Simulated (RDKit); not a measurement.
A run for RDKit: MMFF94 on C2H6O (SMILES COC).

```python
from rdkit import Chem
from rdkit.Chem import AllChem, rdDetermineBonds

blocks = [
'''9

C    -1.16373341    0.17625971    3.32436563
O     0.13815480    0.36414982    2.74529851
C     1.15282742   -0.42370901    3.38969593
H    -1.11015225    0.40815538    4.38769047
H    -1.49260457   -0.85311705    3.16803713
H    -1.83109721    0.86194079    2.81363829
H     1.16340589   -0.17933881    4.45152079
H     2.09471656   -0.15591521    2.92333152
H     0.94806973   -1.48545780    3.23811618
''',
]
mol = None
for b in blocks:
    f = Chem.MolFromXYZBlock(b)
    rdDetermineBonds.DetermineBonds(f, charge=0)
    mol = f if mol is None else Chem.CombineMols(mol, f)
Chem.SanitizeMol(mol)
print(Chem.MolToSmiles(Chem.RemoveHs(mol)))
ff = AllChem.MMFFGetMoleculeForceField(mol, AllChem.MMFFGetMoleculeProperties(mol), nonBondedThresh=100.0, ignoreInterfragInteractions=False)
e = ff.CalcEnergy()
print(f'MMFF94 energy {e:.6f} kcal/mol')
```

Program output:

```
COC
MMFF94 energy 6.726515 kcal/mol
```

The run finished.

Cost: about 0.05 core-seconds (a rough figure).
